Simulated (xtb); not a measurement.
C₂H₂F₂, SMILES F/C=C\F. All values are semi-empirical tight-binding results from xtb (GFN2-xTB unless named), good for trends rather than for accurate numbers. Geometry: GFN2-xTB.

Optimised geometry:

Bond lengths (Å): F1–C2 1.335, C2–C3 1.321, C2–H5 1.079, C3–F4 1.335, C3–H6 1.079. Angles (°): F1–C2–C3 123.7, F1–C2–H5 113.2, C3–C2–H5 123.1, C2–C3–F4 123.7, C2–C3–H6 123.1, F4–C3–H6 113.2.

Computed properties:
```json
{
 "point_group_as_xtb_finds_it": "C2v",
 "orbital_gap": "5.13 eV",
 "dipole_moment": "3.05 D",
 "zero_point_energy": "22.1 kcal/mol",
 "G − E(el) at 298.15 K (modified RRHO)": "6.0 kcal/mol",
 "static polarisability (D4 model)": "28.9 bohr³",
 "solvation energy, GFN2-xTB/ALPB(water)": "-2.5 kcal/mol",
 "solvation energy, GFN2-xTB/ALPB(ch2cl2)": "-2.5 kcal/mol"
}
```

Computed IR lines (harmonic; lines under 4 % of the strongest left out, lines within 3 cm⁻¹ merged):
ν (cm⁻¹): 706 (m), 784 (w), 1008 (s), 1097 (vs), 1208 (m), 1273 (s), 1732 (s), 3108 (w) (against the strongest line: vs over 80 %, s over 45 %, m over 15 %, w over 4 %, vw less)

Computed atomic charges and the Wiberg bond orders between heavy atoms:
charges (e) F1 -0.18, C2 0.11, C3 0.11, F4 -0.18, H5 0.07, H6 0.07. Bond orders F1–C2 1.00, C2–C3 1.83, C3–F4 1.00.
